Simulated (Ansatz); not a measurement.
Consider the ligand exchange at the Al–N bond: `F[SiH2][NH][AlH2]` + `CC(O)O` → `CC(O)[O][AlH2]` + `N[SiH2]F`.

Gas-phase electronic energies from Ansatz, PBE0-D4/def2-TZVP geometries. CCSD(T)/CBS is the MP2 limit (def2-TZVPP, def2-QZVPP) plus CCSD(T) − MP2 in def2-TZVPP, frozen cores. DFT in def2-TZVPP. One conformer a species, not always the lowest.

| level | ΔE (kcal/mol) |
| --- | --- |
| B97M-V | -7.5 |
| BHLYP-D4 | -7.9 |
| MP2/def2-TZVPP | -7.0 |
| CCSD(T)/def2-TZVPP | -6.7 |

Problem. What does CCSD(T)/CBS give? (An estimate is asked.)

Solution. The calculation gave: -6.8 kcal/mol. The listed levels differ from it by -0.7, -1.1, -0.2, 0.1 kcal/mol.

Largest T1 diagnostic among the species: 0.012.

Leaving LDA and LC-ωPBE aside and taking each functional with its dispersion term where it has one, the values, not all of them listed here, spread over 1.7 kcal/mol, from CAM-B3LYP-D4 to HSE06-D4.
